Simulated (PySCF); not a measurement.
Partial charges of `Cc1ccc(F)cc1`

Species: C7H7F.
Z-matrix (Å and degrees, PBE0-D3(BJ)/def2-SVP geometry), rows numbered from 1:
```
C 
C   1  1.5019
C   2  1.4002  1  121.08
C   3  1.3928  2  121.53  1  -178.70
C   4  1.3888  3  118.90  2    -0.09
F   5  1.3340  4  119.36  3  -179.67
C   5  1.3888  4  121.28  3     0.04
C   7  1.3930  5  118.91  4    -0.04
H   1  1.0996  2  111.48  3   -30.19
H   1  1.1029  2  111.14  3    89.39
H   1  1.0996  2  111.51  3  -151.00
H   3  1.0933  2  119.42  1     1.49
H   4  1.0915  3  121.71  2  -179.79
H   7  1.0915  5  119.41  4  -179.75
H   8  1.0934  2  119.42  1    -1.49
```

Density: PBE0/pcSseg-1 (PySCF); schemes: Mulliken, IAO, Hirshfeld and ESP-fitted. Isolated species at its PBE0-D3(BJ)/def2-SVP geometry, gas phase.

Task: Do the Mulliken, IAO, Hirshfeld and ESP-fitted schemes agree on where the charge is lowest?

Result: The schemes don't all agree: Mulliken C2 (-0.324); IAO C1 (-0.417); Hirshfeld C1 (-0.113); ESP-fitted C1 (-0.525).

Task: For which atoms does the sign change between the 4 schemes (beyond +0.03 e in one, beyond −0.03 e in another)?

Result: C2.

Task: At which atom do the 4 schemes differ most?

Result: At C2: from -0.324 (Mulliken) to +0.293 e (ESP-fitted), 0.617 e apart.

Task: Tabulate the Mulliken, IAO, Hirshfeld and ESP-fitted charges.

Result: In e:

```tsv
atom	environment	Mulliken	IAO	Hirshfeld	ESP-fitted
C1	benzylic-type carbon	-0.145	-0.417	-0.113	-0.525
C2	substituted aromatic carbon	-0.324	+0.003	+0.002	+0.293
C3	aromatic CH carbon	-0.025	-0.149	-0.049	-0.270
C4	aromatic CH carbon	-0.152	-0.192	-0.070	-0.282
C5	aromatic C–F carbon	+0.326	+0.290	+0.082	+0.354
F6	aryl fluorine	-0.278	-0.266	-0.083	-0.201
C7	aromatic CH carbon	-0.152	-0.192	-0.070	-0.284
C8	aromatic CH carbon	-0.025	-0.149	-0.049	-0.269
H9	methyl hydrogen	+0.123	+0.146	+0.046	+0.145
H10	methyl hydrogen	+0.141	+0.152	+0.046	+0.152
H11	methyl hydrogen	+0.123	+0.146	+0.046	+0.145
H12	aromatic hydrogen	+0.081	+0.149	+0.051	+0.181
H13	aromatic hydrogen	+0.112	+0.165	+0.055	+0.189
H14	aromatic hydrogen	+0.112	+0.165	+0.055	+0.190
H15	aromatic hydrogen	+0.081	+0.149	+0.051	+0.182
```

Mean size of the charges over all atoms: ESP-fitted 0.244 e, IAO 0.182 e, Mulliken 0.147 e, Hirshfeld 0.058 e. Each set sums to the total charge, 0, to within 0.001 e. The ESP scheme fits charges at the nuclei, held to the total charge, to the electrostatic potential on points at 1.4 to 2.0 times the van der Waals radii. The Hirshfeld scheme weights the molecular density at each point by an atom's share of the summed free-atom densities.

Task: Sum the charges by element, for elements with more than one atom.

Result: 
| element | atoms | Mulliken | IAO | Hirshfeld | ESP-fitted |
| --- | --- | --- | --- | --- | --- |
| C | 7 | -0.496 | -0.806 | -0.266 | -0.983 |
| H | 7 | +0.774 | +1.072 | +0.349 | +1.184 |

Task: How closely do the schemes follow one another over all atoms?

Result: Correlation coefficient and root-mean-square difference: IAO with Hirshfeld 0.99, 0.140 e; Hirshfeld with ESP-fitted 0.94, 0.205 e; IAO with ESP-fitted 0.94, 0.101 e; Mulliken with IAO 0.79, 0.124 e; Mulliken with Hirshfeld 0.79, 0.129 e; Mulliken with ESP-fitted 0.56, 0.219 e.
